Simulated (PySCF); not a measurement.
Molecule: SMILES C1(C=C)=CN=CC(C)=N1, C7H8N2.

Bonds (- single, = double, # triple, : aromatic): C1=C2, C2-C3, C3:C4, C4:N5, N5:C6, C6:C7, C7-C8, C7:N9, N9:C3. C1 carries H10, H11; C2 carries H12; C4 carries H13; C6 carries H14; C8 carries H15, H16, H17. H11 is cis to C3; H10 is trans to C3.

Frames of a GFN2-xTB Langevin trajectory at 600 K; GIAO PBE0/pcSseg-1 shieldings in PySCF, gas phase, non-relativistic; equivalent atoms averaged within each frame.

Chemical shifts δ = σref − σ; 13C (σ = 186.93 ppm) and 1H (σ = 31.72 ppm) against TMS; NH3 for 15N (σ = 267.73 ppm), all at this level. The references are static minima.

**Question.** How do the shifts (ppm) fluctuate along the trajectory?

**Answer.** 
```
         time (fs)     C7     C6     C3     C4     C2     C1    C8     N5     N9    H14
               250  156.5  155.6  152.1  150.6  141.0  138.8  16.2  390.7  337.0   9.24
               425  156.7  154.3  156.3  139.6  141.9  145.4  21.1  379.1  359.0   9.38
               625  157.2  143.5  159.6  144.0  141.8  144.8  18.9  403.1  399.2  10.08
               800  151.1  140.7  154.6  149.9  143.1  135.6  39.2  386.3  350.4   9.67
              1000  162.5  154.6  137.3  139.0  140.3  133.4  37.2  405.6  346.8   9.58
    mean of frames  156.8  149.7  152.0  144.6  141.6  139.6  26.5  393.0  358.5   9.59
standard deviation    4.0    7.0    8.6    5.5    1.1    5.4  10.8   11.2   24.1   0.32
```

5 frames give an uncertainty of the mean of about the standard deviation over 2.2 at best, since frames this close in time may not be independent; classical motion lacks zero-point vibration, and the reference would need the same averaging.
